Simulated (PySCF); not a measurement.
# Electron correlation in W⁻ (tungsten, charge -1)

[Xe] 4f14 5d5 6s2, high-spin 6S determinant. All numbers are calculated (PySCF 2.14, a scalar-relativistic core potential, in def2-TZVPPD with the def2 core potential (60 electrons) (6s5p3d2f1g, 59 functions)). Frozen: 5s2 5p6; 7 electrons correlated.

```tsv
level	correlation energy (mhartree)
CCSD	-134.16
(T)	-7.97
CCSD(T)	-142.13
```

Diagnostics: T1 = 0.032, D1 = 0.1105, largest double amplitude 0.060.

T1 exceeds 0.03, a sign that the reference determinant is poor.

Cost of the coupled-cluster step: about 4 core-seconds, for 7 correlated electrons.
